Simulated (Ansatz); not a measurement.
```xyz
17

C    -0.0076    0.0432   -0.0240
C     0.0082    0.8720    1.2219
C    -0.0345    0.0085    2.5017
C     0.0318    0.8940    3.8087
C     0.0336   -0.0144    5.1078
H     0.0300    0.6266   -0.8427
H     0.8450   -0.6427   -0.0320
H    -0.9375   -0.6342   -0.0288
H    -0.8649    1.5433    1.2706
H     0.8367    1.4836    1.2860
H     0.8421   -0.6441    2.5067
H    -0.9227   -0.6449    2.5654
H    -0.9234    1.4780    3.7843
H     0.9160    1.5097    3.7713
H     0.0301    0.6230    5.9191
H    -0.8577   -0.5984    5.0656
H     0.9376   -0.6266    5.1024
```

Basis set: 6-31G* (spherical functions). Frozen core: 5 orbitals. Charge 0, multiplicity 1.

Computed with Ansatz (development build ahead of 0.2.0); each method stands on the lowest determinant of its kind that the runs found. Restricted open shells among the atoms or ions are ROHF, correlated in semicanonical orbitals with singles.

The atomization energy at this shape (free ground-state atoms in the same class of orbitals less the molecule, no zero-point energy) of singlet C5H12:

| method | atomization energy |
| --- | --- |
| RHF-MP2 | 63.34 eV |

Question: What does RHF give?

Answer: 52.97 eV. Caution: the shape is not the minimum.
